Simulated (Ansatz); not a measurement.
Ideal-gas functions of CH5GaO (`C[O][GaH2]`) at 400 K and 1 bar, from an Ansatz frequency run at PBE0-D4/def2-TZVP.

Molar mass 102.77 g/mol, point group Cs (symmetry number 1), electronic degeneracy 1, moments of inertia 13.193, 126.429, 136.46 u Å². Harmonic wavenumbers (cm⁻¹, unscaled): 115, 215, 235, 515, 614, 623, 718, 1137, 1180, 1205, 1477, 1488, 1500, 1984, 2029, 2989, 3054, 3070.

Use S(trans) = R[1.5 ln M + 2.5 ln T − 1.1517]; rotational temperatures θ = 24.2544 K / I; S(rot) = R[ln(√π/σ · √(T³/θAθBθC)) + 1.5]; for each mode x = 1.438777 ν̃/T, S = R[x/(eˣ − 1) − ln(1 − e⁻ˣ)] and H = RT x/(eˣ − 1); 1 cm⁻¹ = 0.0119627 kJ/mol; R = 8.31446 J/(mol·K).

Task: By hand: the entropy, in J/(mol·K).

Result: Translation 172.7. Rotation: θ = 1.8384, 0.1918, 0.1777 K, giving 103.5. Vibration, mode by mode: 15.71, 10.66, 9.96, 4.28, 3.23, 3.15, 2.41, 0.72, 0.63, 0.59, 0.26, 0.25, 0.24, 0.05, 0.05, 0.00, 0.00, 0.00, in all 52.2. Electronic 0.0. Sum 328.4 J/(mol·K).

Task: By hand: H − E and G − E in kJ/mol, counted from the electronic energy.

Result: Zero-point energy ½ × 24148 × 0.0119627 = 144.4; thermal vibration 11.6; translation, rotation and pV give 4 RT = 13.3. H − E = 169.3 kJ/mol, and G − E = 169.3 − 400 × 328.4/1000 = 37.9 kJ/mol.

Vibration gives 16 % of the entropy, 15.7 J/(mol·K) of it from the mode under 150 cm⁻¹: soft modes count most, and the harmonic formula is weakest for them.
